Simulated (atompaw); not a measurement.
# What one change does to a pseudopotential (cobalt (Co), PAW (atompaw))

atompaw 4.2.0.5 input, output lines left out:

```
Co 27
LDA-PW scalarrelativistic loggrid 1500 logderivrange -2 5 176
4 4 3 0 0 0
4 0 1
4 1 0
3 2 8
0 0 0
c
c
c
v
c
c
v
v
2
3.00 2.35 2.15 2.15
y
4.05
n
y
2.15
n
y
0.35
n
custom polynom gramschmidtortho sinc
bessel
2.30
2.30
3.00
3.00
1.50
1.50
```

Change: all radii scaled by about 0.90 (s 2.06, p 2.70, d 1.34 bohr); local potential bessel scheme, radius 1.94 bohr; augmentation sinc compensation charge, radius 2.12 bohr; PAW radius 2.70 bohr; waves and projectors: custom polynom gramschmidtortho; core correction smooth core density matched at 1.94 bohr.

Cutoffs: the cutoffs (Ry, on a coarse ladder) from which the occupation-weighted sum of valence levels, in a spherical-Bessel basis at the reference potential, stays within 10 and 1 mRy of its value at 400 Ry; they do not see the model core or the augmentation charge, which bear on the density cutoff.

What does the change do?

The potential gets harder (70 Ry and 100 Ry → 80 Ry and 140 Ry); a bound ghost appears in s, which as a rule spoils a file. A smaller radius makes the pseudo-wave follow the all-electron one further in, where it bends more sharply, so more plane waves are needed.

| quantity | base | changed |
| --- | --- | --- |
| cutoff, loose | 70 Ry | 80 Ry |
| cutoff, tight | 100 Ry | 140 Ry |
| loose cutoff by channel (10 mRy a level) | s 6 Ry, d 40 Ry | s 6 Ry, d 50 Ry |
| bound ghosts | none | s |
| lowest overlap eigenvalue by channel | s 0.19, p 0.54, d 0.99 | s 0.04, p 0.45, d 0.99 |

 A true bound ghost makes a file unfit for plane-wave use even where its test errors are small: the radial tests pick states by their node count and pass the ghost by. The cutoffs see the waves, projectors and local potential, not the compensation charge or the core.
